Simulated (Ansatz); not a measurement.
Geometry optimisation, RKS PBE0/def2-SVP in Ansatz 0.2.0.

Input file:

```yaml
crystal:
  periodic: [false, false, false]
  atoms:
    - { symbol: Al, position_ang: [-0.721488, 0.749502, -1.037015] }
    - { symbol: F, position_ang: [-0.687091, -0.949507, -1.360738] }
    - { symbol: O, position_ang: [0.423513, 1.767835, -1.735893] }
    - { symbol: O, position_ang: [-1.938434, 1.395768, -0.071001] }
    - { symbol: H, position_ang: [0.482271, -1.140274, 0.475104] }
    - { symbol: As, position_ang: [1.207025, -0.74463, 1.742607] }
    - { symbol: H, position_ang: [1.120133, 1.502039, -2.336613] }
    - { symbol: H, position_ang: [-2.662642, 0.906405, 0.319877] }
    - { symbol: H, position_ang: [2.341831, -1.714843, 1.446625] }
    - { symbol: H, position_ang: [0.434882, -1.772396, 2.557047] }
basis:
  gaussian: { orbitals: def2-SVP }
hamiltonian:
  xc: pbe0
relax:
  f_tol: 0.03
  max_steps: 50
```

Run as:

```bash
$ ansatz run input.yaml --threads 2 --pin off --max-ram 3072MiB --backend cpu --events-out ev --progress --plain --runs-dir out
```

Where does it end, and by what steps?

It converged. After 9 steps the energy has fallen by 0.132 eV; O4 moved furthest, 0.54 Å.

| step | energy less start (eV) | largest force component (eV/Å) | accepted |
| --- | --- | --- | --- |
| 0 | 0.0000 | 1.537 | yes |
| 1 | -0.0420 | 1.204 | yes |
| 2 | -0.0574 | 1.010 | yes |
| 3 | -0.0806 | 0.869 | yes |
| 4 | -0.1128 | 0.698 | yes |
| 5 | -0.1194 | 0.524 | yes |
| 6 | -0.1246 | 0.175 | yes |
| 7 | -0.1303 | 0.053 | yes |
| 8 | -0.1301 | 0.083 | no |
| 9 | -0.1320 | 0.014 | yes |

```xyz
10
Properties=species:S:1:pos:R:3
Al -0.608 0.518 -0.905
F -0.994 -0.856 -1.773
O 0.678 1.500 -1.404
O -1.670 1.097 0.282
H 0.386 -1.038 0.256
As 1.039 -0.431 1.520
H 1.221 1.329 -2.174
H -2.516 0.699 0.490
H 2.208 -1.395 1.337
H 0.256 -1.422 2.372
```

Whether the end is a true minimum wasn't checked by a vibrational analysis.

Time of the run: 55 s on 2 threads of Intel(R) Xeon(R) Platinum 8259CL CPU @ 2.50GHz (Skylake/Cascade Lake) (shared host), peak memory 0.32 GiB.
